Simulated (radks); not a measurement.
Q: The mean radii <r> (bohr) of the occupied orbitals of an atom or ion are listed with their occupations. All-electron calculation, Dirac Kohn-Sham, HCTH/407, spin-unpolarised, spherical densities, finite nucleus; Fermi nuclear charge, rms radius of each element as measured or else 0.836 A^(1/3) + 0.57 fm. Program: a radial shooting solver on a logarithmic mesh with Libxc functionals.

| orbital | occ. | <r> |
|---|---|---|
| 1s1/2 | 2 | 0.02275 |
| 2s1/2 | 2 | 0.09650 |
| 2p1/2 | 2 | 0.08072 |
| 2p3/2 | 4 | 0.08734 |
| 3s1/2 | 2 | 0.2545 |
| 3p1/2 | 2 | 0.2440 |
| 3p3/2 | 4 | 0.2568 |
| 3d3/2 | 4 | 0.2283 |
| 3d5/2 | 6 | 0.2323 |
| 4s1/2 | 2 | 0.5789 |
| 4p1/2 | 2 | 0.5927 |
| 4p3/2 | 4 | 0.6217 |
| 4d3/2 | 4 | 0.6637 |
| 4d5/2 | 6 | 0.6740 |
| 5s1/2 | 2 | 1.406 |
| 5p1/2 | 2 | 1.580 |
| 5p3/2 | 4 | 1.671 |
| 4f5/2 | 6 | 0.9735 |

Name the element and its charge. Open shells, if any, fill j = l - 1/2 first.

A: Z = 62, samarium, charge +2: Sm2+ in [Xe] 4f6. The 1s radius gives Z: for a bare nucleus <r> = (2 gamma + 1)/(2Z) with gamma = sqrt(1 - (Z/c)^2), 0.02245 bohr for Z = 62, and screening makes it slightly larger (0.02275 here). The occupations add up to 60, and the charge is Z minus that.
